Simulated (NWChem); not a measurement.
System: CH₄GeOS, singlet; SMILES [Ge]([O]C)[SH]

The following NWChem deck was run.

```
start job
memory heap 200 mb stack 900 mb global 1100 mb
geometry units angstroms noautosym nocenter noautoz
  Ge     0.575154    -0.015940     0.010814
  O     -0.832013    -1.119821     0.001699
  C     -0.696397    -2.513265     0.005256
  H     -1.186958    -2.939900     0.896885
  H     -1.186358    -2.943782    -0.884849
  H      0.359106    -2.850468     0.006332
  S     -0.694901     1.834562     0.001952
  H      0.386546     2.645916     0.008526
end
basis spherical
  * library def2-svpd
end
dft
  xc b3lyp
  iterations 150
end
property
  response 1 0.0
end
task dft property
```

Output (shortened):

```
             Northwest Computational Chemistry Package (NWChem) 7.3.0
             --------------------------------------------------------

                             Geometry "geometry" -> ""
                             -------------------------

 Output coordinates in angstroms (scale by  1.889725989 to convert to a.u.)

  No.       Tag          Charge          X              Y              Z
 ---- ---------------- ---------- -------------- -------------- --------------
    1 Ge                  32.0000     0.57515400    -0.01594000     0.01081400
    2 O                    8.0000    -0.83201300    -1.11982100     0.00169900
    3 C                    6.0000    -0.69639700    -2.51326500     0.00525600
    4 H                    1.0000    -1.18695800    -2.93990000     0.89688500
    5 H                    1.0000    -1.18635800    -2.94378200    -0.88484900
    6 H                    1.0000     0.35910600    -2.85046800     0.00633200
    7 S                   16.0000    -0.69490100     1.83456200     0.00195200
    8 H                    1.0000     0.38654600     2.64591600     0.00852600

 Effective nuclear repulsion energy (a.u.)     336.4205717507

                              NWChem Property Module
                              ----------------------

                                 NWChem DFT Module
                                 -----------------

 Summary of "ao basis" -> "ao basis" (spherical)
 ------------------------------------------------------------------------------
       Tag                 Description            Shells   Functions and Types
 ---------------- ------------------------------  ------  ---------------------
 Ge                        def2-svpd                14       38   6s4p4d
 O                         def2-svpd                 9       23   4s3p2d
 C                         def2-svpd                 8       20   4s2p2d
 H                         def2-svpd                 4        8   2s2p
 S                         def2-svpd                11       27   5s4p2d

            General Information
            -------------------
          SCF calculation type: DFT
          Wavefunction type:  closed shell.
          No. of atoms     :     8
          No. of electrons :    66
           Alpha electrons :    33
            Beta electrons :    33
          Charge           :     0
          Spin multiplicity:     1
          Use of symmetry is: off; symmetry adaption is: off
          Maximum number of iterations: 150
          AO basis - number of functions:   140
                     number of shells:    58
          Convergence on energy requested:  1.00D-06
          Convergence on density requested:  1.00D-05
          Convergence on gradient requested:  5.00D-04

              XC Information
              --------------
                         B3LYP Method XC Potential
                     Hartree-Fock (Exact) Exchange  0.200
                        Slater Exchange Functional  0.800 local
                    Becke 1988 Exchange Functional  0.720 non-local
              Lee-Yang-Parr Correlation Functional  0.810
                  VWN I RPA Correlation Functional  0.190 local

             Grid Information
             ----------------
          Grid used for XC integration:  medium
          Radial quadrature: Mura-Knowles
          Angular quadrature: Lebedev.
          Tag              B.-S. Rad. Rad. Pts. Rad. Cut. Ang. Pts.
          ---              ---------- --------- --------- ---------
          Ge                  1.25      112          11.0       590
          O                   0.60       49          12.0       434
          C                   0.70       49          14.0       434
          H                   0.35       45          14.0       434
          S                   1.00       88          13.0       590
          Grid pruning is: on
          Number of quadrature shells:   478
          Spatial weights used:  Erf1

      Superposition of Atomic Density Guess
      -------------------------------------

 Sum of atomic energies:       -2586.71179335

      Non-variational initial energy
      ------------------------------

 Total energy =   -2588.000127
 1-e energy   =   -4270.065185
 2-e energy   =    1345.644486
 HOMO         =      -0.262139
 LUMO         =      -0.034188

   convergence    iter        energy       DeltaE   RMS-Dens  Diis-err
 ---------------- ----- ----------------- --------- --------- ---------
 d= 0,ls=0.0,diis     1  -2590.4857827995 -2.93D+03  1.57D-02  7.33D-01
 d= 0,ls=0.0,diis     2  -2590.2595230937  2.26D-01  8.09D-03  2.82D+00
 d= 0,ls=0.0,diis     3  -2590.5683183796 -3.09D-01  2.07D-03  1.03D-01
 d= 0,ls=0.0,diis     4  -2590.5756140575 -7.30D-03  1.20D-03  1.97D-02
 d= 0,ls=0.0,diis     5  -2590.5785236355 -2.91D-03  3.31D-04  2.26D-03
  Resetting Diis
 d= 0,ls=0.0,diis     6  -2590.5788425619 -3.19D-04  6.35D-05  5.49D-05
 d= 0,ls=0.0,diis     7  -2590.5788466201 -4.06D-06  3.53D-05  4.89D-06
 d= 0,ls=0.0,diis     8  -2590.5788462412  3.79D-07  1.91D-05  8.68D-06
 d= 0,ls=0.0,diis     9  -2590.5788473178 -1.08D-06  2.87D-06  3.22D-07
 d= 0,ls=0.0,diis    10  -2590.5788473470 -2.92D-08  8.30D-07  2.99D-08

         Total DFT energy =    -2590.578847347037
      One electron energy =    -4271.845762152228
           Coulomb energy =     1465.112959315117
    Exchange-Corr. energy =     -120.266616260629
 Nuclear repulsion energy =      336.420571750701

 Numeric. integr. density =       65.999996239112

                       DFT Final Molecular Orbital Analysis
                       ------------------------------------

 Vector   31  Occ=2.000000D+00  E=-3.124608D-01
              MO Center= -6.8D-01, -1.0D+00,  4.8D-03, r^2= 3.3D+00
   Bfn.  Coefficient  Atom+Function         Bfn.  Coefficient  Atom+Function
  ----- ------------  ---------------      ----- ------------  ---------------
    45      0.450612  2 O  pz                48      0.315382  2 O  pz
    68     -0.213327  3 C  pz                82     -0.204760  4 H  s
    90      0.203187  5 H  s                119      0.196237  7 S  pz
    15      0.175792  1 Ge pz               116      0.155235  7 S  pz
    83     -0.141674  4 H  s                 91      0.141108  5 H  s

 Vector   32  Occ=2.000000D+00  E=-2.691060D-01
              MO Center= -6.3D-01,  1.2D+00,  3.0D-03, r^2= 3.3D+00
   Bfn.  Coefficient  Atom+Function         Bfn.  Coefficient  Atom+Function
  ----- ------------  ---------------      ----- ------------  ---------------
   119      0.529452  7 S  pz               116      0.405091  7 S  pz
    45     -0.263147  2 O  pz               113      0.228000  7 S  pz
    48     -0.188096  2 O  pz                82      0.090051  4 H  s
    90     -0.089393  5 H  s                122      0.088816  7 S  pz
    68      0.077889  3 C  pz                83      0.072188  4 H  s

 Vector   33  Occ=2.000000D+00  E=-2.559735D-01
              MO Center=  2.1D-01,  2.5D-01,  8.2D-03, r^2= 4.0D+00
   Bfn.  Coefficient  Atom+Function         Bfn.  Coefficient  Atom+Function
  ----- ------------  ---------------      ----- ------------  ---------------
     4      0.382818  1 Ge s                 43     -0.294306  2 O  px
    13      0.285466  1 Ge px               118      0.276598  7 S  py
   117     -0.260245  7 S  px                 5      0.238061  1 Ge s
     3     -0.223925  1 Ge s                 46     -0.224392  2 O  px
    16      0.214271  1 Ge px               115      0.203544  7 S  py

 Vector   34  Occ=0.000000D+00  E=-8.246276D-02
              MO Center=  5.1D-01,  8.2D-02,  1.1D-02, r^2= 3.5D+00
   Bfn.  Coefficient  Atom+Function         Bfn.  Coefficient  Atom+Function
  ----- ------------  ---------------      ----- ------------  ---------------
    18      0.579005  1 Ge pz                15      0.453960  1 Ge pz
    12     -0.243341  1 Ge pz               119     -0.238295  7 S  pz
    45     -0.214956  2 O  pz               116     -0.167668  7 S  pz
    48     -0.163699  2 O  pz                37     -0.127520  1 Ge d  1
   113     -0.090498  7 S  pz                 9      0.078579  1 Ge pz

 Vector   35  Occ=0.000000D+00  E=-1.501795D-02
              MO Center=  5.7D-01, -6.6D-02,  1.1D-02, r^2= 7.4D+00
   Bfn.  Coefficient  Atom+Function         Bfn.  Coefficient  Atom+Function
  ----- ------------  ---------------      ----- ------------  ---------------
    65      0.883905  3 C  s                110     -0.791583  7 S  s
     6      0.746702  1 Ge s                  5     -0.598483  1 Ge s
    99     -0.522442  6 H  s                 64      0.493384  3 C  s
    17     -0.345320  1 Ge py                14     -0.330222  1 Ge py
    34     -0.275700  1 Ge d -2              50      0.248918  2 O  py

[...]

 DFT Linear Response polarizability / au
 Frequency  =       0.0000000 / au
              X              Y              Z
 -----------------------------------------------
 X      68.9086166     -5.4683633      0.0751433
 Y      -5.4683687    102.3228522     -0.0669926
 Z       0.0751410     -0.0669810     57.0206037
 -----------------------------------------------
 Eigenvalues =      68.0368308    103.1951375     57.0201042
 Isotropic   =      76.0840242
 Anisotropic =      41.7708540
 -----------------------------------------------

 Magnetic Dipole Response Matrix (nonzero elements):

 Exiting AOResponse driver routine
```

Level: B3LYP/def2-SVPD. Low-valent species are run as closed-shell singlets; no triplet was tried in these runs. Structure relaxed at the PBE0/def2-SVP level. B3LYP is NWChem's, with the RPA form of VWN correlation.
